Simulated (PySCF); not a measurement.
H3S (SMILES [SH3+]), charge +1, singlet, at a GFN2-xTB geometry. Base run: MP2/def2-SV(P) (PySCF).

The PySCF input:
```python
from pyscf import gto, scf, mp

mol = gto.Mole()
mol.atom = '''
    S     0.105582   -0.001908    0.046136
    H    -0.318222    0.997054   -0.765660
    H    -0.350826   -0.980451   -0.772822
    H    -1.020267    0.013923    0.800299
'''
mol.basis = 'def2-sv(p)'
mol.charge = 1
mol.spin = 0
mol.verbose = 4
mol.build()

mf = scf.RHF(mol)
mf.kernel()

pt = mp.MP2(mf, frozen=5)
pt.kernel()
print('E(MP2) = %.10f' % pt.e_tot)
mf.analyze()
```

The base run was repeated with changes; each row names its change, and settings that it needs were set with it.

```tsv
change	basis functions	E (Eh)	MP2 correlation (Eh)	SCF-reference HOMO (eV)	SCF-reference HOMO-LUMO gap (eV)
base	24	-398.95262	-0.12578	-21.59	18.84
basis = STO-3G	12	-394.70829	-0.04237	-20.61	22.63
basis = pcseg-0	19	-398.46778	-0.07080	-21.44	18.64
basis = 6-31+G*	28	-399.06103	-0.12157	-21.49	17.79
basis = cc-pVDZ	33	-399.11951	-0.14671	-21.48	18.64
basis = pcseg-1	33	-399.08028	-0.14000	-21.45	18.33
basis = def2-SVP	33	-398.99373	-0.14683	-21.51	18.86
basis = cc-pV(D+d)Z	38	-399.12692	-0.14760	-21.50	18.57
basis = 6-311G**	44	-399.12962	-0.14964	-21.44	18.33
basis = def2-SVPD	51	-399.00518	-0.15274	-21.47	17.92
basis = 6-311+G(2d,p)	53	-399.14349	-0.15753	-21.47	17.84
basis = cc-pVTZ	76	-399.18077	-0.18761	-21.48	18.38
basis = cc-pV(T+d)Z	81	-399.18395	-0.18745	-21.48	18.33
```

Totals compare only among sets that treat the same electrons; sets with core potentials leave the core out.
